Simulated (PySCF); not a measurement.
CNiO, SMILES [O+]#[C-]->[Ni], multiplicity 1.

Geometry: PBE0-D3(BJ)/def2-TZVP. The spin state was assumed, not searched.

These are PySCF with TDDFT-CAM-B3LYP/def2-TZVPD values and carry that method's errors.

Vertical excitations; the highest root listed may be one member of a degenerate set. The molecule is in vacuum. State labels are in the subgroup C2v.

| state | symmetry | energy (eV) | λ (nm) | f | main pairs |
|---|---|---|---|---|---|
| S1 | A1 | 1.55 | 801 | 0.000 | HOMO−1→LUMO (degenerate set) |
| S2 | A2 | 1.55 | 801 | 0.000 | HOMO−2→LUMO (degenerate set) |
| S3 | A1 | 2.07 | 600 | 0.021 | HOMO→LUMO 95 % |
| S4 | B2 | 2.36 | 526 | 0.000 | HOMO−3→LUMO (degenerate set) |
| S5 | B1 | 2.36 | 526 | 0.000 | HOMO−4→LUMO (degenerate set) |
| S6 | B1 | 2.81 | 441 | 0.000 | HOMO−1→LUMO+1, HOMO−2→LUMO+2 (degenerate set) |
| S7 | B2 | 2.81 | 441 | 0.000 | HOMO−1→LUMO+2, HOMO−2→LUMO+1 (degenerate set) |
| S8 | B2 | 3.04 | 407 | 0.001 | HOMO−2→LUMO+1, HOMO−1→LUMO+2, HOMO→LUMO+2 (degenerate set) |
| S9 | B1 | 3.04 | 407 | 0.001 | HOMO−1→LUMO+1, HOMO−2→LUMO+2, HOMO→LUMO+1 (degenerate set) |
| S10 | A2 | 3.37 | 368 | 0.000 | HOMO−3→LUMO+1 45 %, HOMO−4→LUMO+2 45 % |
| T1 | A1 | 1.20 | 1031 | 0 | HOMO−1→LUMO (degenerate set) |
| T2 | A2 | 1.20 | 1031 | 0 | HOMO−2→LUMO (degenerate set) |
| T3 | A1 | 1.34 | 928 | 0 | HOMO→LUMO 92 % |
| T4 | B2 | 2.02 | 612 | 0 | HOMO−3→LUMO 92 % |
Triplets are in the Tamm–Dancoff approximation, which puts them higher than full response would, so one can lie above its singlet here.
